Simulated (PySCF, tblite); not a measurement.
C3H7NOSi.
Bonds: C1–C2, C2–O3, O3–Si4, Si4–C5, C5–N6 (triple). Hydrogens: H7, H8, H9 on C1; H10, H11 on C2; H12, H13 on Si4.

Computed with GFN2-xTB (tblite), gas phase: Langevin dynamics at 300 K from the optimised GFN2-xTB geometry, time step 0.5 fs, friction 0.01 fs⁻¹, 2000 steps. Over the second half of the run the saved frames average 317 K.

Frame at 250 fs, instantaneous temperature 356 K:
```
atom  x, y, z in Å
C1     -2.461   -0.066   -0.382
C2     -1.228   -0.535    0.283
O3     -0.333    0.526    0.419
Si4     1.248    0.568    0.850
C5      2.366   -0.493   -0.275
N6      3.185   -0.983   -0.926
H7     -2.062    0.578   -1.125
H8     -3.106    0.435    0.390
H9     -2.972   -0.814   -0.979
H10    -0.805   -1.422   -0.301
H11    -1.542   -1.083    1.230
H12     1.417    0.363    2.271
H13     1.536    1.932    0.302
```

Frame at 425 fs, instantaneous temperature 186 K:
```
atom  x, y, z in Å
C1     -2.501   -0.696   -0.277
C2     -1.347   -0.825    0.705
O3     -0.465    0.351    0.485
Si4     0.877    0.705    1.277
C5      2.066   -0.537    0.568
N6      2.688   -1.171   -0.157
H7     -2.076   -0.435   -1.225
H8     -3.315    0.124   -0.013
H9     -3.071   -1.612   -0.322
H10    -0.858   -1.824    0.564
H11    -1.787   -0.788    1.787
H12     0.685    0.403    2.674
H13     1.378    2.058    0.841
```

Frame at 625 fs, instantaneous temperature 423 K:
```
atom  x, y, z in Å
C1     -2.528   -1.222    0.248
C2     -1.085   -1.204    0.677
O3     -0.648    0.133    0.775
Si4     0.742    0.822    1.122
C5      2.106   -0.186    0.173
N6      2.960   -0.834   -0.241
H7     -2.700   -0.760   -0.808
H8     -3.111   -0.693    0.994
H9     -2.782   -2.270    0.219
H10    -0.342   -1.794    0.088
H11    -1.060   -1.678    1.676
H12     1.318    0.903    2.436
H13     0.361    2.193    0.588
```

Frame at 800 fs, instantaneous temperature 269 K:
```
atom  x, y, z in Å
C1     -2.411   -1.461    0.139
C2     -1.112   -1.323    0.941
O3     -0.810    0.029    1.058
Si4     0.526    0.955    0.987
C5      1.903    0.253   -0.034
N6      2.725   -0.016   -0.748
H7     -2.406   -0.755   -0.751
H8     -3.318   -1.215    0.653
H9     -2.402   -2.520   -0.146
H10    -0.363   -1.827    0.345
H11    -1.318   -1.764    1.920
H12     1.369    1.146    2.187
H13     0.052    2.230    0.472
```

Frame at 1000 fs, instantaneous temperature 338 K:
```
atom  x, y, z in Å
C1     -2.086   -1.022    0.007
C2     -1.187   -1.509    1.119
O3     -0.650   -0.450    1.855
Si4     0.295    0.649    1.100
C5      1.308   -0.270   -0.288
N6      1.979   -0.779   -1.059
H7     -1.471   -0.231   -0.522
H8     -2.991   -0.576    0.283
H9     -2.243   -1.907   -0.592
H10    -0.274   -2.089    0.826
H11    -1.704   -2.219    1.761
H12     1.181    1.220    2.100
H13    -0.451    1.609    0.312
```

Task: What do single points at PBE0/pcSseg-1 (PySCF, gas phase) give on these frames?

Result: 
| t (fs) | GFN2-xTB E above start (eV) | DFT E above lowest frame (eV) | HOMO (eV) | LUMO (eV) | dipole (D) |
| --- | --- | --- | --- | --- | --- |
| 250 | 0.55 | 0.15 | -8.58 | -1.05 | 3.40 |
| 425 | 0.61 | 0.08 | -8.82 | -0.60 | 3.87 |
| 625 | 0.38 | 0.02 | -8.76 | -0.93 | 3.53 |
| 800 | 0.38 | 0.00 | -8.63 | -0.79 | 3.32 |
| 1000 | 0.46 | 0.05 | -8.73 | -0.65 | 3.10 |

The two levels order the frames alike by energy but for pairs within 0.08 eV at one level; measured from each level's lowest frame they differ by 0.15 eV at most. The HOMO–LUMO gap runs from 7.53 to 8.22 eV. These are instantaneous structures, not minima.

Task: And the isotropic GIAO shieldings (ppm) from the same runs?

Result: 
| atom | 250 fs | 425 fs | 625 fs | 800 fs | 1000 fs | mean | range |
| --- | --- | --- | --- | --- | --- | --- | --- |
| C1 | 165.6 | 160.3 | 162.3 | 160.0 | 167.7 | 163.2 | 7.7 |
| C2 | 123.9 | 107.7 | 120.5 | 123.8 | 121.0 | 119.4 | 16.2 |
| O3 | 288.6 | 279.3 | 292.9 | 312.4 | 299.9 | 294.6 | 33.1 |
| Si4 | 402.2 | 403.4 | 402.5 | 415.5 | 397.0 | 404.1 | 18.5 |
| C5 | 61.0 | 59.5 | 62.0 | 67.4 | 64.0 | 62.8 | 7.9 |
| N6 | -100.0 | -95.8 | -92.2 | -84.5 | -88.6 | -92.2 | 15.5 |
| H7 | 30.6 | 30.0 | 28.3 | 29.2 | 29.1 | 29.4 | 2.3 |
| H8 | 28.9 | 27.9 | 29.8 | 30.1 | 31.0 | 29.5 | 3.1 |
| H9 | 30.1 | 30.4 | 30.6 | 30.3 | 30.6 | 30.4 | 0.5 |
| H10 | 27.1 | 26.6 | 27.0 | 27.8 | 26.6 | 27.0 | 1.2 |
| H11 | 27.0 | 26.2 | 27.6 | 27.3 | 27.5 | 27.1 | 1.4 |
| H12 | 26.6 | 27.1 | 26.7 | 26.5 | 26.7 | 26.7 | 0.6 |
| H13 | 26.0 | 25.9 | 25.8 | 26.7 | 26.6 | 26.2 | 0.9 |

The cost below is that of the whole dynamics run. Hardware: one thread, Arm Neoverse N1 (aarch64), shared host with 64 logical CPUs at a one-minute load of 58. Cost: 15 s, 0.18 GiB resident at most.
